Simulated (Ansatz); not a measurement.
Two isomers of H8O2Si3: A = `O[SiH](O)[SiH2][SiH3]`, B = `O[SiH]([SiH3])O[SiH3]`.

Isolated molecules relaxed with PBE0-D4/def2-TZVP in Ansatz; ΔE leaves out vibrations. CCSD(T)/CBS adds triple-zeta CCSD(T) − MP2 to the extrapolated MP2 energy (def2 sets, frozen cores). Functionals use def2-TZVPP. B3LYP here is the variant with VWN-RPA as its local correlation; programs differ in this. One conformer a species, not always the lowest.

Task: Which is lower in electronic energy at CCSD(T)/CBS, and by how much? (Best estimate.)

Result: Ansatz gave: B, by 91.7 kJ/mol.

Task: Give E(B) − E(A) in kJ/mol with B3LYP, PBE0-D4, B3LYP-D4, PBE-D4, ωB97M-V, B2PLYP, HF/def2-TZVPP. (Best estimate.)

Result: The calculation gave: B3LYP -92.1, PBE0-D4 -74.0, B3LYP-D4 -93.1, PBE-D4 -65.9, ωB97M-V -93.1, B2PLYP -95.7, HF/def2-TZVPP -118.8. None reverses the order clearly.

Largest T1 diagnostic: 0.013.

In def2-TZVPP, CCSD(T) changes the Hartree–Fock value by +27.4 kJ/mol (the triples alone add +3.8 kJ/mol) and MP2 by +21.8 kJ/mol. From PBE to PBE0 (25 % exact exchange), in def2-TZVPP and without D4, E(B) − E(A) moves by −8.2 kJ/mol.
